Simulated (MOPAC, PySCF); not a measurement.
C$_{2}$H$_{6}$AlBr, SMILES `[CH3][Al]([CH3])[Br]`, neutral singlet in the gas phase. 

Cartesian coordinates (Å):
```xyz
10

C      1.7596    -0.0379     0.0488
Al    -0.0883     0.5665    -0.0334
C     -1.6757    -0.5590    -0.0486
Br    -0.4177     2.8288    -0.0721
H      2.3476     0.3959    -0.7643
H      1.8471    -1.1248    -0.0074
H      2.2286     0.2910     0.9807
H     -2.4968    -0.0968    -0.5995
H     -1.4754    -1.5429    -0.4793
H     -2.0290    -0.7209     0.9751
```
Charge 0, spin multiplicity 1.

All levels are single points at this geometry (B3LYP-D3(BJ)/def2-TZVP); Pople sets use spherical d functions. Orbital energies aren't observables, and empty levels follow the basis.

| level | HOMO (eV) | LUMO (eV) | gap (eV) | dipole (D) | vertical IE, Delta-SCF (eV) |
|---|---|---|---|---|---|
| ωB97X-D3(BJ)/def2-TZVP in PySCF | -10.18 | 1.08 | 11.26 | 2.24 | 10.15 |
| B3LYP/6-311+G** (LANL2DZ on Br) in PySCF | -7.57 | -1.08 | 6.49 | 2.49 | – |
| B3LYP/6-31G* in PySCF | -7.37 | -0.94 | 6.43 | 2.47 | 9.54 |
| B3LYP/LANL2DZ in PySCF | -7.47 | -1.07 | 6.40 | 2.92 | – |
| BP86/6-31G* in PySCF | -6.46 | -1.56 | 4.90 | 2.46 | – |
| M06-2X/6-31G* in PySCF | -8.83 | -0.27 | 8.56 | 2.61 | – |
| PBE/6-31G* in PySCF | -6.35 | -1.50 | 4.85 | 2.44 | 9.20 |
| SVWN5/6-31G* in PySCF | -6.45 | -1.70 | 4.75 | 2.52 | 9.34 |
| HF/3-21G in PySCF | -10.42 | 1.96 | 12.38 | 2.93 | – |
| HF/6-31G* in PySCF | -10.64 | 1.94 | 12.58 | 2.62 | 9.61 |
| HF/STO-3G in PySCF | -7.54 | 8.09 | 15.63 | 2.84 | – |
| PM3 in MOPAC | -10.83 | -2.14 | 8.68 | 4.46 | – |
| PM6 in MOPAC | -10.27 | 1.21 | 11.47 | 2.55 | – |
